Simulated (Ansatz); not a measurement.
A made-up structure of AlH2SO2 (charge -1), closed shell:

O1  (0.018, -0.575, 0.275)
Al2  (-0.865, -1.712, 1.034)
O3  (1.708, -0.516, -0.150)
S4  (-0.806, 1.407, -0.494)
H5  (1.989, 0.280, -0.602)
H6  (-2.043, 1.116, -0.063)
(Å)

It is relaxed with PBE-D4/def2-SVPD and then PBE0-D4/def2-TZVPD (Ansatz 0.2.0). Atoms count as bonded within 1.22 times the sum of their covalent radii (H–H: 0.88 Å). The end point is not checked to be a true minimum.

Question: Does its bonding change? (A judgement: the text doesn't fix the answer.)

Answer: By the calculation: Yes. Formed: O1–O3, Al2–S4; broken: none.

Where it ends: The first stage lowers the energy by 3.47 eV in 30 steps. It ends as AlH₂SO₂ ([OH][O][Al][SH]), total charge -1:
```
atom    x (Å)    y (Å)    z (Å)
  O1   0.8627  -0.0950  -0.7504
 Al2  -0.2651  -0.1232   0.6567
  O3   2.1205  -0.7327  -0.4462
  S4  -1.9509   0.9986  -0.5009
  H5   2.0043  -1.0147   0.4802
  H6  -2.7715   0.9670   0.5606
```

Labels in which every atom is bracketed show which atoms are joined, not bond orders.

For scale, one of the runs: PBE0-D4/def2-TZVPD relaxation, 187 basis functions, launched by `ansatz run in.yaml --threads 2 --pin off --events-out ev --progress --plain --max-ram 4352MiB`. The run took about 100 s on 2 CPU threads of an Arm Neoverse V2 (shared host).
